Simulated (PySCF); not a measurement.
**input.py for TeO**

The script input.py:

```python
from pyscf import gto, dft

mol = gto.M(
    atom='Te 0 0 0; O 0 0 1.92',
    basis='lanl2dz',
    ecp={'Te': 'lanl2dz'},
    charge=0,
    spin=2,
    verbose=4,
)
mf = dft.UKS(mol, xc='lc_wpbe')
mf.kernel()
g = mf.nuc_grad_method()
g.grid_response = True
g.kernel()
mf.dip_moment()
print('orbital energies (hartree):', [e[max(0, n-3):n+3].round(4) for e, n in zip(mf.mo_energy, mol.nelec)])
```

```bash
$ OMP_NUM_THREADS=1 python input.py
```

Output (some set-up lines and the per-cycle HOMO/LUMO lines with their warnings removed):

```
PySCF version 2.14.0

[INPUT] Symbol           X                Y                Z      unit          X                Y                Z       unit  Magmom
[INPUT]  1 Te     0.000000000000   0.000000000000   0.000000000000 AA    0.000000000000   0.000000000000   0.000000000000 Bohr   0.0
[INPUT]  2 O      0.000000000000   0.000000000000   1.920000000000 AA    0.000000000000   0.000000000000   3.628274159165 Bohr   0.0

nuclear repulsion = 13.229430273
number of shells = 9
number of NR pGTOs = 37
number of NR cGTOs = 17
basis = lanl2dz
ecp = {'Te': 'lanl2dz'}

******** <class 'pyscf.dft.uks.UKS'> ********
method = UKS
initial guess = minao
damping factor = 0
level_shift factor = 0
DIIS = <class 'pyscf.scf.diis.CDIIS'>
SCF conv_tol = 1e-09
SCF max_cycles = 50
number electrons alpha = 8  beta = 6
XC functionals = lc_wpbe

grids dens level: 3
tot grids = 36040
init E= -79.0532970597562

cycle= 1 E= -82.7391021533508  delta_E= -3.69  |g|= 0.816  |ddm|= 2.27
cycle= 2 E= -81.6079681866462  delta_E= 1.13  |g|= 1.58  |ddm|=  1.9
cycle= 3 E= -83.1564648814558  delta_E= -1.55  |g|= 0.0453  |ddm|= 1.37
cycle= 4 E= -83.1584022039674  delta_E= -0.00194  |g|= 0.0633  |ddm|= 0.101
cycle= 5 E= -83.1599618325641  delta_E= -0.00156  |g|= 0.0406  |ddm|= 0.0384
cycle= 6 E= -83.1611390556358  delta_E= -0.00118  |g|= 0.00854  |ddm|= 0.0569
cycle= 7 E= -83.1612732572169  delta_E= -0.000134  |g|= 0.00194  |ddm|= 0.0243
cycle= 8 E= -83.161294447093  delta_E= -2.12e-05  |g|= 0.000413  |ddm|= 0.0139
cycle= 9 E= -83.1612950837746  delta_E= -6.37e-07  |g|= 0.000356  |ddm|= 0.00233
cycle= 10 E= -83.161295390945  delta_E= -3.07e-07  |g|= 3.94e-05  |ddm|= 0.00159
cycle= 11 E= -83.1612953948379  delta_E= -3.89e-09  |g|= 4.91e-06  |ddm|= 0.000196
cycle= 12 E= -83.1612953948536  delta_E= -1.57e-11  |g|= 1.27e-06  |ddm|= 8e-06
Extra cycle  E= -83.1612953948521  delta_E= 1.51e-12  |g|= 2.33e-06  |ddm|= 2.46e-06
converged SCF energy = -83.1612953948521  <S^2> = 2.0066335  2S+1 = 3.0044191

******** <class 'pyscf.grad.uks.Gradients'> for <class 'pyscf.dft.uks.UKS'> ********
unit = Eh/Bohr
grid_response = True
--------------- UKS gradients ---------------
         x                y                z
0 Te     0.0000000000     0.0000000000    -0.0350972117
1 O    -0.0000000000    -0.0000000000     0.0350972117
----------------------------------------------
Dipole moment(X, Y, Z, Debye): -0.00000, -0.00000, -3.68985
orbital energies (hartree): [array([-0.4847, -0.3672, -0.3672,  0.0187,  0.3994,  0.3994]), array([-0.459 , -0.4019, -0.4019, -0.0608, -0.0608,  0.0417])]
```

In short: E(SCF) = -83.161295 Eh, 12 cycles, ⟨S²⟩ = 2.007, μz(SCF) = -3.69 D, gradient on the second atom 0.0351 Eh/bohr.

Hardware: Intel Xeon Platinum 8488C, 1 thread, shared host. Wall time 3.3 s.

The bond length is a typed value, not an optimised one. No search for the lowest solution was made.
